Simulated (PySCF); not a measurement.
Computed shifts of a molecule C3H3ClF2, HF/pcSseg-1 run with PySCF, GIAO, gas phase, atoms alike by connectivity averaged where their shifts nearly agree, in ppm (number of nuclei): ¹³C: 154.6 (1), 149.0 (1), 15.6 (1). ¹⁹F: -117.2 (1), -128.4 (1). ¹H: 2.58 (3). References: ¹³C against TMS (σ = 192.6 ppm); ¹⁹F against CFCl3 (σ = 238.5 ppm); ³⁵Cl against HCl (σ = 958.2 ppm); ¹H against TMS (σ = 31.99 ppm), references at their B3LYP-D3(BJ)/def2-TZVP geometries, non-relativistic (without spin–orbit terms, shifts of atoms bonded to Cl or Br come out too high). The structure is a stationary point at B3LYP-D3(BJ)/def2-SVP. One conformer was computed; it need not be the lowest.

**Question.** Which molecule gave these data?
A) FC(F)/C=C/Cl
B) FC1(F)C[C@H]1Cl
C) C/C(F)=C(\F)Cl
D) C=C(Cl)C(F)F

**Answer.** C, C/C(F)=C(\F)Cl
